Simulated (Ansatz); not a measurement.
B13⁺. The state is a singlet with charge 1. Geometry r2SCAN-D4/def2-SVP, basis def2-TZVP, Ansatz.

| atom | x (Å) | y (Å) | z (Å) |
| --- | --- | --- | --- |
| B1 | -0.826 | -0.409 | 1.621 |
| B2 | 0.354 | 1.968 | 0.312 |
| B3 | -0.748 | 1.162 | 1.264 |
| B4 | -1.078 | 1.351 | -0.381 |
| B5 | -1.455 | -1.333 | 0.322 |
| B6 | 1.258 | -1.376 | -0.179 |
| B7 | 0.119 | -1.606 | 0.941 |
| B8 | -1.886 | 0.226 | 0.447 |
| B9 | 0.384 | 0.955 | -1.146 |
| B10 | 1.867 | 0.053 | -0.780 |
| B11 | 1.765 | 1.495 | -0.176 |
| B12 | -0.288 | -1.797 | -0.704 |
| B13 | 0.534 | -0.689 | -1.541 |

```tsv
run	HOMO (eV)	LUMO (eV)
A	-10.36	-8.95
B	-10.48	-8.82
C	-10.30	-8.87
D	-10.14	-8.71
E	-11.21	-8.22
```

The structure comes from a short search, and lower isomers may exist.

**Question.** The runs used BLYP, PBE, PBE0, r2SCAN, revPBE. Estimate which is which.

**Answer.** A PBE (0 % exact exchange); B r2SCAN (0 % exact exchange); C revPBE (0 % exact exchange); D BLYP (0 % exact exchange); E PBE0 (25 % exact exchange). Exact exchange lowers occupied and raises empty levels; among semilocal functionals meta-GGAs tend to open the gap a little, and such runs are hard to tell apart. The gap grows from 1.41 eV (PBE) to 2.99 eV (PBE0).
